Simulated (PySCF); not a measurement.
**Electron correlation in P (phosphorus, neutral)**

[Ne] 3s1 3p4, high-spin 4P determinant (an excited configuration). Calculation: PySCF 2.14, in aug-cc-pwCVTZ; the non-relativistic Hamiltonian (point nucleus). Frozen: [Ne]; 5 electrons correlated.

MP2 pair energies summed by pair of shells (mhartree):

| pair | energy | share (%) |
| --- | --- | --- |
| 3p-3p | -69.74 | 86.4 |
| 3s-3p | -10.94 | 13.6 |

Total MP2 correlation energy: -80.69 mhartree.

Same-spin part -23.49 and opposite-spin part -57.20 mhartree; SCS-MP2 scales them by 1/3 and 6/5 to -76.47 mhartree.
